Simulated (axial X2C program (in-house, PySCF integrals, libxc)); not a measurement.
Spin–orbit effects along a row: molecules with Rh, PBE0

All values come from calculations with an in-house all-electron X2C program for linear molecules (integrals from PySCF), spin-free (one-electron X2C) or two-component (2c: spin–orbit coupling with atomic mean-field Coulomb and Gaunt terms, which also bring small scalar terms), in Dyall basis sets with cores contracted in-house; open shells are unrestricted.

Basis sets: B dyall-v3z, Be dyall-cv3z, C dyall-v3z, Li dyall-cv3z, O dyall-av3z, Rh dyall-cv3z.

| molecule | spin-free state | Re (Å) | ωe (cm⁻¹) | De (eV) | 2c state | Re 2c (Å) | ωe 2c (cm⁻¹) | De 2c (eV) |
| --- | --- | --- | --- | --- | --- | --- | --- | --- |
| LiRh | M_S = 1, Λ = 2 | 2.387 | 366.7 | 1.56 | Ω = 3 | 2.390 | 367.0 | n/a |
| BeRh | ? | ? | ? | ? | ? | ? | ? | ? |
| RhB | M_S = 0, Λ = 0 | 1.671 | 983.5 | 5.29 | Ω = 0 | 1.670 | 982.6 | n/a |
| RhC | M_S = 1/2, Λ = 0 | 1.588 | 1133.7 | 5.90 | Ω = 1/2 | 1.588 | 1131.3 | n/a |
| RhO | M_S = 3/2, Λ = 0 | 1.689 | 867.4 | 4.25 | Ω = 3/2 | 1.690 | 865.8 | n/a |

(1) Estimate the 2c Re and ωe of BeRh as the mean of its neighbours in the table.

Each entry is the lowest single determinant of a limited PBE0 search at one distance. De goes to single-determinant-based atoms at the same level (for ions the charge split of lowest energy) and is withheld (n/a) where an atom does not fit its ground term or J level. Main or longest-lived isotopes. One determinant is a doubtful description, or other states lie close, for LiRh, BeRh, RhO; these need not be ground states, and all values refer to the states named. With several unpaired electrons the Ω given is that of one determinant, not necessarily of the lowest component. The functionals have no current term, which raises determinants with orbital currents.

Results:

(1) Re ≈ 2.030 Å, ωe ≈ 674.8 cm⁻¹. The PBE0 runs give the row below, so the estimate misses by 0.124 Å and 15.1 cm⁻¹.

```json
{"molecule": "BeRh", "spin-free state": "M_S = 1/2, Λ = 2", "Re (Å)": "1.906", "ωe (cm⁻¹)": "660.0", "De (eV)": "2.44", "2c state": "Ω = 5/2", "Re 2c (Å)": "1.906", "ωe 2c (cm⁻¹)": "659.7", "De 2c (eV)": "n/a"}
```
